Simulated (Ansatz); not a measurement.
Cost and result for the atomization energy of `[NH2][Al]([F])[Br]` (6 atoms, 5 bonds).

```xyz
6

N    -0.678    0.689   -0.312
Al    0.499   -0.422    0.344
F     1.123   -0.158    1.839
Br    1.179   -2.209   -0.817
H    -1.019    1.507    0.165
H    -1.104    0.593   -1.218
```

Charge 0, multiplicity 1. Correlated methods include outer-core shells of Br, which these sets cover unevenly. Scalar relativity is left out up to krypton. The geometry is a stationary point of PBE0-D4/def2-TZVP. It is one conformer, not always the lowest. Program: Ansatz. All runs use 2 threads of a server CPU on a shared host. Times are those of one run each, without the atoms' runs, and a repeat can differ threefold. Electronic energies, without spin–orbit coupling; frozen cores. CCSD(T)/CBS adds CCSD(T) − MP2 in def2-TZVPP to the MP2 limit, and its time is that of the two runs behind it. T1 = 0.009. With those shells the extrapolation isn't a true limit. B3LYP takes the VWN-RPA correlation (the form of Gaussian; ORCA's B3LYP/G).

CCSD(T)/CBS is a level of theory with its own doubt, some kJ/mol a heavy atom from the limit and from the frozen cores, so smaller differences don't rank the functionals.

```json
{"level": "BLYP-D4/def2-TZVPP", "functions": "180", "wall time": "1.9 s"}
{"level": "revPBE-D4/def2-TZVPP", "functions": "180", "wall time": "2 s"}
{"level": "PBE0-D4/def2-TZVPP", "functions": "180", "wall time": "2.7 s"}
{"level": "BHLYP-D4/def2-TZVPP", "functions": "180", "wall time": "2.9 s"}
{"level": "CCSD(T)/def2-SVP", "functions": "88", "wall time": "3.5 s"}
{"level": "B3LYP-D4/def2-TZVPP (with forces)", "functions": "180", "wall time": "3.7 s"}
{"level": "r2SCAN-D4/def2-TZVPP (with forces)", "functions": "180", "wall time": "3.9 s"}
{"level": "B2PLYP/def2-TZVPP", "functions": "180", "wall time": "4.7 s"}
{"level": "B97M-V/def2-TZVPP", "functions": "180", "wall time": "7 s"}
{"level": "ωB97M-V/def2-TZVPP (with forces)", "functions": "180", "wall time": "9.5 s"}
{"level": "MP2/def2-QZVPP", "functions": "333", "wall time": "14 s"}
{"level": "CCSD(T)/def2-TZVPP", "functions": "180", "wall time": "61 s"}
{"level": "CCSD(T)/CBS(def2)", "functions": "–", "wall time": "75 s"}
```

(1) What atomization energy does each give, and how far from CCSD(T)/CBS? (Estimate.)

Answers

(1) Computed: 
| level | atomization (kcal/mol) | difference from CCSD(T)/CBS | per bond |
| --- | --- | --- | --- |
| BLYP-D4/def2-TZVPP | 508.6 | -7.0 | -1.4 |
| revPBE-D4/def2-TZVPP | 500.8 | -14.8 | -3.0 |
| PBE0-D4/def2-TZVPP | 504.6 | -11.0 | -2.2 |
| BHLYP-D4/def2-TZVPP | 490.9 | -24.7 | -4.9 |
| CCSD(T)/def2-SVP | 471.6 | -44.0 | -8.8 |
| B3LYP-D4/def2-TZVPP (with forces) | 507.3 | -8.3 | -1.7 |
| r2SCAN-D4/def2-TZVPP (with forces) | 511.6 | -4.0 | -0.8 |
| B2PLYP/def2-TZVPP | 505.3 | -10.3 | -2.1 |
| B97M-V/def2-TZVPP | 510.5 | -5.1 | -1.0 |
| ωB97M-V/def2-TZVPP (with forces) | 510.9 | -4.7 | -0.9 |
| MP2/def2-QZVPP | 525.4 | 9.8 | 2.0 |
| CCSD(T)/def2-TZVPP | 496.3 | -19.3 | -3.9 |
| CCSD(T)/CBS(def2) | 515.6 | 0.0 | 0.0 |

At CCSD(T), def2-SVP lies −44.0 kcal/mol from the extrapolated value and def2-TZVPP −19.3 kcal/mol: correlation converges slowly with the basis, and small sets miss more of it in the bonded molecule than in its fragments. From r2SCAN to r2SCAN0 (25 % exact exchange), in def2-TZVPP and without D4, the atomization energy moves by −11.8 kcal/mol: exact exchange takes away binding that semilocal exchange gives to molecules. Leaving LDA and LC-ωPBE aside and taking each functional with its dispersion term where it has one, the values, not all of them listed here, spread over 25.2 kcal/mol, from BHLYP-D4 to PBE-D4. LDA lies +65.9 kcal/mol from PBE without D4, its usual overbinding.
